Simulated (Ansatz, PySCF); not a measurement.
Se(SH)(OSiH3) (H4OSSeSi), SMILES [SiH3]O[Se]S. Atoms are numbered in the order given.

```xyz
8

Se     0.1035     0.0421     0.8617
S     -0.7317     1.8610     0.0058
H     -2.0147     1.7030     0.4161
O     -0.2492    -1.2047    -0.4038
Si     0.7466    -1.3047    -1.7620
H      0.1963    -2.4220    -2.5780
H      2.1552    -1.5977    -1.3609
H      0.7114    -0.0305    -2.5385
```
Charge 0, spin multiplicity 1.

Geometry: PBE0-D3(BJ)/def2-SVP. The structure was generated by enumeration, and PubChem lists no compound with its InChIKey, so it may never have been made. Other conformers were not sampled.

Two levels are set side by side: PBE-D3(BJ)/def2-SVP (Ansatz, a quantum-chemistry and plane-wave program) and PBE0-D3(BJ)/def2-SVP (Ansatz). Each level has its own optimised geometry; the coordinates shown are those of the second. Frequencies come from the Hessian of PySCF at each geometry. Differences are taken from unrounded values.

| quantity | PBE0-D3(BJ) | PBE-D3(BJ) | PBE-D3(BJ) minus PBE0-D3(BJ) |
|---|---|---|---|
| mean bond length (Å) | 1.644 | 1.662 | 0.018 |
| bond Se1–S2 (Å) | 2.177 | 2.199 | 0.022 |
| bond Se1–O4 (Å) | 1.811 | 1.849 | 0.038 |
| bond O4–Si5 (Å) | 1.687 | 1.706 | 0.019 |
| bond S2–H3 (Å) | 1.356 | 1.371 | 0.014 |
| bond Si5–H6 (Å) | 1.489 | 1.501 | 0.012 |
| bond Si5–H7 (Å) | 1.494 | 1.505 | 0.011 |
| bond Si5–H8 (Å) | 1.493 | 1.504 | 0.011 |
| highest harmonic wavenumber (cm⁻¹) | 2661 | 2537 | -124 |
| mean harmonic wavenumber (cm⁻¹) | 961 | 922 | -39 |
| zero-point energy (kcal/mol) | 24.73 | 23.73 | -1.00 |

GGA bonds tend to be longer and softer than those of functionals with exact exchange. Differences between two approximate levels are no errors against the true value.
